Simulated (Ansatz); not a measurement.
CH$_{3}$BO$_{2}$, SMILES `BC(=O)O`. Total charge 0; spin multiplicity 1.

```xyz
7

B    -0.535   -0.997   -0.146
C     0.071    0.417    0.108
O    -0.714    1.201    0.593
O     1.334    0.724   -0.184
H    -0.522   -1.795    0.737
H    -1.106   -1.202   -1.171
H     1.472    1.653    0.063
```

Give the diagnostics of a CCSD(T)/def2-TZVPP run (frozen core, Ansatz 0.2.0). (Best estimate.)

Ansatz gave: T1 = 0.0190, largest single amplitude 0.048, largest double 0.055, (T) share of the correlation energy 4.0 %, 11 CCSD cycles. The RHF solution is stable towards an unrestricted one. T1 lies under the customary mark of 0.02 for closed shells.
